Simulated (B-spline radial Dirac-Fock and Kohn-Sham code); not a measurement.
Form factor and incoherent scattering function of Pb²⁷⁺

System: the Pb²⁷⁺ ion, configuration [Kr] 4d10 4f9.

The run's input, task.json:

```json
{"items": [{
  "Z": 82,
  "q": 27,
  "cfg": [[1, 0, 2], [2, 0, 2], [2, 1, 6], [3, 0, 2], [3, 1, 6], [3, 2, 10], [4, 0, 2], [4, 1, 6], [4, 2, 10], [4, 3, 9]],
  "A": 208,
  "rrms": 5.5012,
  "do": ["scatter"],
  "s": [0.0, 0.1, 0.12, 0.14, 0.16, 0.19, 0.22, 0.26, 0.3, 0.35, 0.41, 0.48, 0.57, 0.66, 0.78, 0.91, 1.07, 1.25, 1.46, 1.72, 2.01, 2.36, 2.76],
  "pz": [0, 0.1, 0.2, 0.3, 0.4, 0.5, 0.6, 0.8, 1.0, 1.2, 1.4, 1.6, 1.8, 2.0, 2.5, 3.0, 4.0, 5.0, 7.0, 10.0, 15.0, 20.0, 30.0, 40.0, 60.0, 100.0],
  "hv_scatter": [1000, 5000, 8047.8, 10000, 17479.3, 20000, 200000, 500000]
}]}
```

Command: `python xray_run.py task.json out`

The computed values come from a radial B-spline solver: Dirac-Fock densities. f₀ is the Fourier transform of the spherical electron density, S the Waller-Hartree incoherent function, and s = sin θ/λ.

```csv
s (Å⁻¹),f₀,S
0,55.000,0.000
0.1,54.593,0.299
0.12,54.416,0.429
0.14,54.207,0.581
0.16,53.968,0.755
0.19,53.553,1.056
0.22,53.073,1.402
0.26,52.338,1.928
0.3,51.499,2.522
0.35,50.320,3.347
0.41,48.736,4.438
0.48,46.698,5.815
0.57,43.862,7.684
0.66,40.893,9.596
0.78,36.911,12.112
0.91,32.793,14.711
1.07,28.277,17.670
1.25,24.121,20.691
1.46,20.512,23.874
1.72,17.520,27.396
2.01,15.367,30.822
2.36,13.475,34.254
2.76,11.568,37.335
```

f₀ starts at the number of electrons, 55, and has fallen to half at s ≈ 1.10 Å⁻¹. The sum of ⟨r²⟩ over the electrons is 5.551 bohr².
